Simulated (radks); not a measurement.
The numbers below are computed, except where a source is named.
Effect of the nuclear size on the thallium ion Tl2+, [Xe] 4f14 5d10 6s1. Level of theory: Dirac Kohn-Sham, BLYP, spin-unpolarised, spherical densities, finite nucleus; Fermi nuclear charge, rms radius 5.4759 fm (a radial shooting solver on a logarithmic mesh with Libxc functionals). The rms radius is varied about that value; shifts are against it.

rms radius (fm)	total energy shift (eV)	density at nucleus (e/bohr^3)	1s1/2 shift (meV)	2s1/2 shift (meV)	4p1/2 shift (meV)	5s1/2 shift (meV)	5p1/2 shift (meV)	6s1/2 shift (meV)	6p1/2 (empty) shift (meV)
4.8188	-26.8	2.664e+06	-10700	-1610	-2.25	-19.2	-0.057	-2.29	0.118
5.1035	-15.4	2.6e+06	-6160	-927	-1.30	-11.0	-0.033	-1.32	0.068
5.4759	0	2.524e+06	0.000	0.000	0.000	0.000	0.000	0.000	0.000
5.799	13.9	2.463e+06	5540	835	1.18	9.95	0.031	1.19	-0.061
6.7792	58.8	2.305e+06	23500	3530	5.01	42.1	0.139	5.03	-0.258

Slopes of the eigenvalues against <r^2> in GHz/fm^2, as finite differences over the two radii next to the reference (eigenvalue slopes, not the field-shift constants of lines): 1s1/2 373000, 2s1/2 56200, 4p1/2 78.9, 5s1/2 669, 5p1/2 2.07, 6s1/2 80.0, 6p1/2 (empty) -4.12.
